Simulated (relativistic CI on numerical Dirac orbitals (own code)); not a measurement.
**What each ingredient does to the levels of Ir⁶⁸⁺**

Base calculation: Dirac-Coulomb-Breit CI, KLI orbitals optimised for each configuration, model QED, unscaled Slater integrals.

Configuration list (outside the closed core 1s2): 2s²2p⁵, 2s2p⁶, 2p⁶3s, 2s²2p⁴3s, 2p⁶3p, 2s²2p⁴3p, 2p⁶3d, 2s²2p⁴3d, 2s2p⁵3s, 2s2p⁵3p, 2s2p⁵3d, 2s²2p⁴4s, 2s²2p⁴4p, 2s²2p⁴4d, 2s²2p⁴4f, 2s²2p³3s². Levels of other configurations are missing.

Variants: (1) QED terms removed. Shifts of the energy above 2s²2p⁵ ²P°3/2, in eV, for the lowest level and the first level of each name with at least 55 % of one term (blank where a level changes its place among those of its configuration and J or its character, or is not in the variant):

```
          Level     Base   Δ(1)
  2s²2p⁵ ²P°3/2      0.0    0.0
  2s²2p⁵ ²P°1/2   1671.3   -1.4
    2s2p⁶ ²S1/2   2181.8  +19.2
 2s²2p⁴3s ⁴P5/2   9169.1   -3.0
 2s²2p⁴3s ²P3/2   9180.8   -3.0
 2s²2p⁴3s ²S1/2   9238.4   -3.0
2s²2p⁴3p ²P°1/2   9380.2   +2.8
2s²2p⁴3p ⁴D°7/2   9785.0   +2.3
 2s²2p⁴3d ²D3/2  10007.1   +3.5
 2s²2p⁴3d ⁴F9/2  10048.5   +3.2
 2s²2p⁴3d ²P1/2  10063.5   +3.2
 2s²2p⁴3s ⁴P3/2  10849.1   -4.4
 2s²2p⁴3s ²P1/2  10859.5   -4.4
 2s²2p⁴3s ²D5/2  10869.4   -4.4
 2s²2p⁴3s ²D3/2  10876.3   -4.4
 2s2p⁵3s ⁴P°5/2  11285.3  +16.2
 2s2p⁵3s ²P°3/2  11315.3  +16.2
 2s2p⁵3s ²P°1/2  11383.1  +15.6
2s²2p⁴3p ⁴D°5/2  11465.3   +1.2
2s²2p⁴3p ²F°7/2  11481.7   +1.0
  2s2p⁵3p ²D3/2  11528.7  +22.0
 2s²2p⁴3d ⁴D1/2  11611.6   +2.1
```

At this charge energies of transitions that change n are usually good to better than 1 %, and those within a shell (Δn = 0) to a few per cent.

Ionisation energy from the two ground configurations alone: base 17386.3 eV. The NIST ASD value (theoretical) is 17390 eV.

LS names give the leading component of a level, which can be under half, so a name can repeat, a term be missing and a line seem to break the LS rules.
